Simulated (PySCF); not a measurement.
Radial density of Zn⁺ (zinc, charge +1)

UHF, [Ar] 3d10 4s1, 2S determinant. Computed with PySCF 2.14 in cc-pVTZ-PP with ECP10MDF, with scalar relativity through the core potential. This is the valence pseudo-density: the core potential removes the inner electrons and smooths the orbitals near the nucleus.

| r (bohr) | 4πr²ρ (e/bohr) | 4πr²(ρα − ρβ) |
| --- | --- | --- |
| 0.00574 | 1.327e-05 | 0.0000 |
| 0.00965 | 3.590e-05 | 0.0000 |
| 0.0162 | 9.701e-05 | 0.0000 |
| 0.0273 | 0.0003716 | 0.0000 |
| 0.0459 | 0.003459 | 0.0000 |
| 0.0772 | 0.04481 | -0.0002 |
| 0.130 | 0.4578 | -0.0027 |
| 0.219 | 3.191 | -0.0150 |
| 0.368 | 14.36 | -0.0159 |
| 0.618 | 24.54 | -0.0239 |
| 1.04 | 10.28 | 0.0450 |
| 1.75 | 1.905 | 0.4608 |
| 2.94 | 0.3875 | 0.3159 |
| 4.95 | 0.03312 | 0.0327 |
| 8.32 | 0.0004483 | 0.0004 |

Energies and moments cover only the electrons outside the core potential.

(1) Where is the radial spin density 4πr²(ρα − ρβ) most negative, and why is it negative at all?

Results:

(1) Around r = 0.618 bohr, down to -0.0239 e/bohr: exchange with the open shell polarises the paired shells in an unrestricted calculation.
